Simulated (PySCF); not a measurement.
## Rhodium: highly charged ions in a basis for the neutral atom

Rh⁹⁺ [Kr], Rh¹⁰⁺ [Ar] 3d10 4s2 4p5. Calculation: PySCF 2.14, in def2-TZVP with the def2 core potential (28 electrons) (6s4p3d1f, 40 functions); scalar relativity through the core potential. No spin-orbit coupling, so a gap to NIST mixes the basis error with missing relativistic terms.

Changed run: basis of the neutral atom used for a highly charged ion. This setting is unsound on purpose.

| species | method | sound run (hartree) | changed run (hartree) | converged |
| --- | --- | --- | --- | --- |
| Rh⁹⁺ | UHF | not run | -88.17245 | yes |
| Rh⁹⁺ | PBE | not run | -88.51680 | yes |
| Rh⁹⁺ | r2SCAN | not run | -88.57685 | yes |
| Rh¹⁰⁺ | UHF | not run | -80.48100 | yes |
| Rh¹⁰⁺ | PBE | not run | -80.79177 | yes |
| Rh¹⁰⁺ | r2SCAN | not run | -80.83085 | yes |

Ionisation energy of Rh⁹⁺:

```json
{"method": "UHF", "changed run (eV)": "209.29", "NIST (eV)": "207.51 ± 0.05"}
{"method": "PBE", "changed run (eV)": "210.21", "NIST (eV)": "207.51 ± 0.05"}
{"method": "r2SCAN", "changed run (eV)": "210.78", "NIST (eV)": "207.51 ± 0.05"}
```

The contracted functions were made for the neutral atom and can be too rigid for a highly charged ion.
